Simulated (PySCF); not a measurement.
Br²³⁺: ionisation energy

Br²³⁺ [Ne] 3s2 (1S) → Br²⁴⁺ [Ne] 3s1 (2S), as a difference of total energies. All numbers are calculated (PySCF 2.14, the non-relativistic Hamiltonian (point nucleus), in an even-tempered Gaussian basis (16 s from 2.7 bohr⁻², ratio 2.5; 10 p from 3.5 bohr⁻², ratio 2.5; 5 d from 13 bohr⁻², ratio 2.7; 4 f from 20 bohr⁻², ratio 2.7)). Correlated levels: outer shells: 1s2 frozen; virtual orbitals above 40 to 60 times the deepest correlated orbital energy dropped. The calculations carry no spin-orbit coupling.

```
                method  ionisation energy (eV)
                   UHF                  1050.0
                   LDA                  1053.4
                   PBE                  1054.1
                  PBE0                  1053.4
                r2SCAN                  1050.6
                  MN15                  1050.6
               r2SCANh                  1050.7
    MP2 (outer shells)                  1053.0
SCS-MP2 (outer shells)                  1053.3
```

**Question.** How much does correlation contribute at MP2 (outer shells)?

**Answer.** 1053.0 − (1050.0) = 3.0 eV, measured against UHF.

The gap to the reference is mostly relativistic.

For comparison: 1070.6 ± 1.4 eV (semi-empirical (NIST evaluation); NIST Atomic Spectra Database, ionization energies).
